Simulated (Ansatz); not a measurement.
The same molecule with X = B, Al, Ga, In. Ansatz, PBE0-D4/def2-TZVP geometries, multiplicity 1. Each molecule was computed in one conformer, which needn't be the lowest.

Elements past krypton have def2 core potentials. Scalar relativity is left out up to krypton.

```
 X              molecule  mean X–Cl bond length / Å  mean X–O bond length / Å  HOMO energy (B3LYP/def2-TZVPP) / eV  HOMO energy (PBE0/def2-TZVPP) / eV  HOMO–LUMO gap (PBE0/def2-TZVPP) / eV
 B             `OB(O)Cl`                      1.771                     1.353                                -8.85                               -9.14                                  9.67
Al  `[OH][Al]([OH])[Cl]`                      2.092                     1.680                                -8.92                               -9.21                                  8.50
Ga  `[OH][Ga]([OH])[Cl]`                      2.121                     1.769                                -8.96                               -9.24                                  8.04
```

Question: Give the row for X = In, `[OH][In]([OH])[Cl]`. (Best estimate.)

Answer: The calculation gave: 
```
 X              molecule  mean X–Cl bond length / Å  mean X–O bond length / Å  HOMO energy (B3LYP/def2-TZVPP) / eV  HOMO energy (PBE0/def2-TZVPP) / eV  HOMO–LUMO gap (PBE0/def2-TZVPP) / eV
In  `[OH][In]([OH])[Cl]`                      2.305                     1.966                                -8.68                               -8.95                                  6.73
```

From B to In the mean X–Cl bond length rises at each step, by 0.534 Å in all; the mean X–O bond length rises at each step, by 0.613 Å in all; the HOMO energy (B3LYP/def2-TZVPP) isn't monotonic: highest at In, lowest at Ga; the HOMO energy (PBE0/def2-TZVPP) isn't monotonic: highest at In, lowest at Ga; the HOMO–LUMO gap (PBE0/def2-TZVPP) falls at each step, by 2.94 eV in all. Bonds lengthen as the atom grows down the group.

B3LYP here is the variant with VWN-RPA as its local correlation; programs differ in this.
